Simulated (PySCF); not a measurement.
BH9Si3, SMILES [SiH3]B([SiH3])[SiH3]. Atoms are numbered in the order given.

```xyz
13

B      0.0409    -0.0170     0.0000
Si    -0.0059     1.9895     0.0000
H     -0.6328     2.5936     1.2175
H      1.4510     2.3643     0.0000
H     -0.6328     2.5936    -1.2175
Si     0.0057    -0.9947     1.7529
H     -1.4613    -1.1716     2.0328
H      0.6374    -2.3508     1.7294
H      0.5903    -0.2106     2.8863
Si     0.0057    -0.9947    -1.7529
H      0.6374    -2.3508    -1.7294
H     -1.4613    -1.1716    -2.0328
H      0.5903    -0.2106    -2.8863
```

Geometry: PBE0-D3(BJ)/def2-SVP.

All values below come from PBE/pcSseg-1 (PySCF).

GIAO shieldings, no solvent; atoms listed in one row are averaged. δ = σ(ref) − σ: ¹¹B against BF3 (σ = 83.9 ppm); ²⁹Si against TMS (σ = 335.4 ppm); ¹H against TMS (σ = 31.49 ppm), references at their B3LYP-D3(BJ)/def2-TZVP geometries, non-relativistic.

Computed chemical shifts:
| nucleus | atoms | count | δ (ppm) |
|---|---|---|---|
| ¹¹B | B1 | 1 | 169.6 |
| ²⁹Si | Si2 | 1 | -86.7 |
| ²⁹Si | Si6, Si10 | 2 | -88.0 |
| ¹H | H3, H4, H5, H7, H8, H9, H11, H12, H13 | 9 | 4.63 |
